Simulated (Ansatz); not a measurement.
Reaction (formal exchange of groups at a Zn–C bond): `[BH2][Zn][CH2]C` + `N#CO[SiH3]` → `[BH2][Zn][SiH3]` + `CCOC#N`

Isolated molecules relaxed with PBE0-D4/def2-TZVP in Ansatz; ΔE leaves out vibrations. CCSD(T)/CBS adds triple-zeta CCSD(T) − MP2 to the extrapolated MP2 energy (def2 sets, frozen cores). Functionals use def2-TZVPP. For Zn outer-core shells are correlated without core-valence functions, which leaves a few kJ/mol of doubt a bond. Scalar relativity is left out up to krypton. One conformer a species, not always the lowest.

| level | ΔE (kJ/mol) |
| --- | --- |
| PBE | 76.6 |
| SCS-MP2/def2-TZVPP | 110.8 |

**Question.** What does CCSD(T)/CBS give? (An estimate is asked.)

**Answer.** Computed: +98.9 kJ/mol. The listed levels differ from it by -22.3, 11.9 kJ/mol.

Largest T1 diagnostic among the species: 0.014.

From PBE to PBE0 (25 % exact exchange), in def2-TZVPP and without D4, ΔE moves by +3.6 kJ/mol. In def2-TZVPP, CCSD(T) changes the Hartree–Fock value by +4.6 kJ/mol (the triples alone add −0.7 kJ/mol) and MP2 by +20.9 kJ/mol.
